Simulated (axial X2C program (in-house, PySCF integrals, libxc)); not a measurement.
**Nuclear properties of HfSe**

Calculated with an axial X2C code built on PySCF integrals: two-component X2C with atomic mean-field Coulomb and Gaunt terms, Gaussian nuclei, basis Hf dyall-cv3z, Se dyall-cv3z with contracted cores.

R = 2.281 Å (near the PBE0 minimum at charge 0 of the determinant lowest at the starting distance; the state shown can have its own minimum elsewhere).

Determinant lowest in the PBE0 search, Ω = 0 (closed shell), highest spinor 57% Hf s, 30% Hf d, 6% Hf p:

```json
{"level": "PBE0", "qzz Hf (a.u.)": "-6.55", "qzz Se (a.u.)": "-1.60", "μ (D)": "-4.08"}
{"level": "HF", "qzz Hf (a.u.)": "-7.35", "qzz Se (a.u.)": "-1.78", "μ (D)": "-5.21"}
{"level": "B3LYP", "qzz Hf (a.u.)": "-6.64", "qzz Se (a.u.)": "-1.56", "μ (D)": "-3.99"}
{"level": "BP86", "qzz Hf (a.u.)": "-6.50", "qzz Se (a.u.)": "-1.60", "μ (D)": "-3.56"}
{"level": "r2SCAN", "qzz Hf (a.u.)": "-6.70", "qzz Se (a.u.)": "-1.46", "μ (D)": "-3.84"}
```

Determinant 0.44 eV from it at PBE0 and this distance, Ω = 1 (⟨Sz⟩ = -0.99, ⟨Lz⟩ = 1.99 at PBE0), spin on the atoms Hf -1.05, Se 0.06:

```csv
level,Eeff magnitude (GV/cm),Ws magnitude Hf (kHz),A∥/gI Hf (MHz),qzz Hf (a.u.),A∥/gI Se (MHz),qzz Se (a.u.),μ (D)
PBE0,31.1,26.8,-2920,-1.54,-101,-0.80,-5.63
HF,40.7,35.5,-3020,-1.90,-97.3,-1.45,-7.21
B3LYP,31.1,26.8,-2860,-1.54,-98.4,-0.60,-5.33
BP86,28.7,24.7,-2860,-1.61,-102,-0.65,-4.84
r2SCAN,29.2,25.6,-3120,-1.62,-77.6,-0.69,-5.60
```

Eeff is the effective electric field on the electron electric dipole moment in this Ω state and Ws the scalar–pseudoscalar constant of the nucleus named (defined with the proton number Z and per Ω); A∥ (defined per Ω) follows by multiplying with gI = μI/(I μN); qzz is the electric field gradient, eQq0 = 234.96 MHz × Q/barn × qzz; μ is positive if the Se end (last atom) is positive. The operators were transformed with the bare-nucleus X2C matrices; with these basis sets, hyperfine constants and field gradients can be off by tens of per cent, and where levels differ in sign neither size nor sign is settled.

(1) With Q(177Hf) = 3.365 barn (Q from Pyykkö, Mol. Phys. 2018), turn the PBE0 values of the first state into constants in MHz.

Each state is one determinant with collinear spin, which with several unpaired electrons need not be a pure state. Unrestricted Hartree–Fock can overshoot spin polarisation at the nuclei. With several open shells hyperfine constants can be off by a factor of several. Open-shell Ω = 0 determinants with evenly filled partner blocks cannot be reached by this program, so the Ω shown need not be the lowest component. At HF a later determinant lies lower. States lie within half an eV, so the first need not be the ground state. Further determinants of the search, some of them spin-mixed, are not shown. PBE0 term energies can be off by some tenths of an eV.

## Answers

(1) eQq0(177Hf) = 234.96 × (3.365) × (-6.55) = -5180 MHz.
